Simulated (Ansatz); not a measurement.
Several settings on one geometry of Cd2O2⁻ (that of the charge -1 doublet, PBE0-D4/def2-TZVPD). Ansatz on 4 threads of Intel Xeon on a shared host; times are rough.

```xyz
4

Cd   -1.039   -0.079    2.572
Cd    0.357    0.038   -0.826
O    -0.995   -0.466    0.452
O     1.676    0.507   -2.198
```

Totals from different functionals, basis sets or treatments of relativity can't be compared as stabilities.

In the def2 sets Cd takes a core potential; there is no spin–orbit coupling.

Problem. Give the basis size and estimate the energy, ⟨S²⟩ and time of these runs.

```
run                  method  charge    state                                               further keys
  1   UKS r2SCAN50/def2-SVP      -1  doublet                           scf: {lower_state_search: light}
  2    UKS B97M-V/def2-TZVP      -1  doublet  fitting: {mean_field: def2-universal-jkfit}; forces asked
  3  UKS ωB97X-V/def2-mTZVP      -1  doublet  scf: {omitted_lower_state_checks: [starts]}; forces asked
```

Solution. 
| run | functions | energy (Eh) | ⟨S²⟩ | wall time |
| --- | --- | --- | --- | --- |
| 1 | 90 | -485.5806 | 0.76 | 39 s |
| 2 | 142 | -485.9745 | 0.77 | 38 s |
| 3 | 114 | -485.8870 | 0.76 | 1.8 min |

The highest occupied level of an anion often lies above zero with these methods, and sets without diffuse functions describe the outer electron poorly.
